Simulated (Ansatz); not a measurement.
SiHMe2(nBu) (C6H16Si), relaxed as a singlet with RKS PBE-D4/def2-SVP in Ansatz, starting from the GFN2-xTB geometry. Force threshold 0.02 eV/Å.

Start:

```xyz
23

Si   -0.896    1.393    0.511
H    -0.453    2.470   -0.394
C    -2.798    1.341    0.546
H    -3.208    1.184   -0.446
H    -3.205    2.274    0.924
H    -3.165    0.542    1.183
C    -0.242    1.732    2.266
H    -0.647    2.658    2.664
H     0.841    1.820    2.278
H    -0.513    0.935    2.954
C    -0.240   -0.284   -0.122
C     1.269   -0.298   -0.348
C     1.813   -1.671   -0.748
C     1.329   -2.136   -2.117
H    -0.494   -1.074    0.589
H    -0.743   -0.538   -1.056
H     1.525    0.428   -1.122
H     1.770    0.015    0.571
H     2.905   -1.624   -0.758
H     1.523   -2.406    0.007
H     1.799   -3.079   -2.384
H     0.252   -2.283   -2.121
H     1.579   -1.400   -2.878
```

(1) Estimate the energy that the relaxation releases and the steps that it takes.

(2) Does the start keep its bonding and symmetry?

(3) Predict the relaxed structure.

## Answers

(1) 0.17 eV, in 7 steps; 52 s on 4 threads of Intel Xeon on a shared host. The force fell under the threshold at step 5, but the optimiser went on. No frequencies were taken in this run, so the end may be a saddle point.

(2) By distances, no bond broke or formed. The bond that changes most is Si1–H2, from 1.48 to 1.51 Å (atoms count from 1).

(3) 
```tsv
atom	x (Å)	y (Å)	z (Å)
Si1	-0.932	1.383	0.510
H2	-0.517	2.471	-0.458
C3	-2.823	1.319	0.590
H4	-3.260	1.099	-0.406
H5	-3.245	2.284	0.938
H6	-3.163	0.528	1.291
C7	-0.217	1.785	2.219
H8	-0.603	2.755	2.595
H9	0.890	1.852	2.192
H10	-0.492	1.002	2.956
C11	-0.256	-0.277	-0.125
C12	1.272	-0.346	-0.273
C13	1.814	-1.705	-0.748
C14	1.364	-2.112	-2.153
H15	-0.610	-1.076	0.567
H16	-0.754	-0.485	-1.098
H17	1.611	0.445	-0.981
H18	1.749	-0.097	0.700
H19	2.925	-1.675	-0.714
H20	1.512	-2.491	-0.018
H21	1.818	-3.075	-2.463
H22	0.262	-2.234	-2.218
H23	1.656	-1.348	-2.906
```
Bond lengths: 3 × C–C 1.53 to 1.54 Å; 3 × C–Si 1.89 to 1.90 Å; 15 × C–H 1.11 Å; 1 × H–Si 1.51 Å.
